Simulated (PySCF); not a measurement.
**Molecular orbitals of SbSe**

PBE at R = 2.353 Å; PySCF, scalar-relativistic core potentials, basis sets Sb def2-SVP with ECP28, Se def2-SVP. State: ²Π (doublet), unpaired electrons π ↑. Only the outer orbitals are listed, counted within each symmetry, core potentials removing the inner ones.

```json
{"spin": "α", "orbital": "10σ", "occ.": "1", "ε (eV)": "-17.17", "on Sb (%)": "23", "main shells (%)": "74 Se s, 19 Sb s"}
{"spin": "α", "orbital": "11σ", "occ.": "1", "ε (eV)": "-12.84", "on Sb (%)": "73", "main shells (%)": "72 Sb s, 20 Se s"}
{"spin": "α", "orbital": "12σ", "occ.": "1", "ε (eV)": "-7.45", "on Sb (%)": "46", "main shells (%)": "51 Se p, 39 Sb p"}
{"spin": "α", "orbital": "6π", "occ.": "1", "ε (eV)": "-6.85", "on Sb (%)": "36", "main shells (%)": "63 Se p, 35 Sb p"}
{"spin": "α", "orbital": "6π", "occ.": "1", "ε (eV)": "-6.73", "on Sb (%)": "38", "main shells (%)": "62 Se p, 37 Sb p"}
{"spin": "α", "orbital": "7π", "occ.": "1", "ε (eV)": "-4.28", "on Sb (%)": "63", "main shells (%)": "63 Sb p, 36 Se p"}
{"spin": "α", "orbital": "7π", "occ.": "0", "ε (eV)": "-4.31", "on Sb (%)": "64", "main shells (%)": "64 Sb p, 35 Se p"}
{"spin": "α", "orbital": "13σ", "occ.": "0", "ε (eV)": "-1.00", "on Sb (%)": "71", "main shells (%)": "65 Sb p, 32 Se p"}
{"spin": "α", "orbital": "14σ", "occ.": "0", "ε (eV)": "3.45", "on Sb (%)": "96", "main shells (%)": "86 Sb s"}
{"spin": "β", "orbital": "10σ", "occ.": "1", "ε (eV)": "-17.00", "on Sb (%)": "22", "main shells (%)": "75 Se s, 17 Sb s"}
{"spin": "β", "orbital": "11σ", "occ.": "1", "ε (eV)": "-12.42", "on Sb (%)": "73", "main shells (%)": "72 Sb s, 20 Se s"}
{"spin": "β", "orbital": "12σ", "occ.": "1", "ε (eV)": "-7.25", "on Sb (%)": "46", "main shells (%)": "51 Se p, 38 Sb p"}
{"spin": "β", "orbital": "6π", "occ.": "1", "ε (eV)": "-6.75", "on Sb (%)": "32", "main shells (%)": "68 Se p, 31 Sb p"}
{"spin": "β", "orbital": "6π", "occ.": "1", "ε (eV)": "-6.22", "on Sb (%)": "29", "main shells (%)": "70 Se p, 28 Sb p"}
{"spin": "β", "orbital": "7π", "occ.": "0", "ε (eV)": "-4.07", "on Sb (%)": "69", "main shells (%)": "68 Sb p, 31 Se p"}
{"spin": "β", "orbital": "7π", "occ.": "0", "ε (eV)": "-3.42", "on Sb (%)": "71", "main shells (%)": "71 Sb p, 28 Se p"}
{"spin": "β", "orbital": "13σ", "occ.": "0", "ε (eV)": "-0.77", "on Sb (%)": "72", "main shells (%)": "66 Sb p, 31 Se p"}
```

Question: Which are the highest filled and the lowest empty level, where do they sit, and how wide is the gap?

Answer: Highest filled α 7π at -4.28 eV (in %: 63 Sb p, 36 Se p); lowest empty α 7π at -4.31 eV (in %: 64 Sb p, 35 Se p); the gap at PBE is -0.03 eV. Both belong to one degenerate shell, split only by its one-sided filling, so this is no excitation gap.

The bond order (Mayer) is 2.29. The ⟨S²⟩ is 0.753 and the charge on Sb (Mulliken, basis-dependent) is 0.18. The charge on Sb (Löwdin, basis-dependent) is 0.11 and the dipole moment (positive dipole means Sb(−)Se(+)) is -1.67 D. The polarisability along the bond is 89.0 bohr³. The polarisability across the bond is 34.3 bohr³.

Spin–orbit coupling is left out. The state was picked by a PBE0 search and need not be the measured ground state.
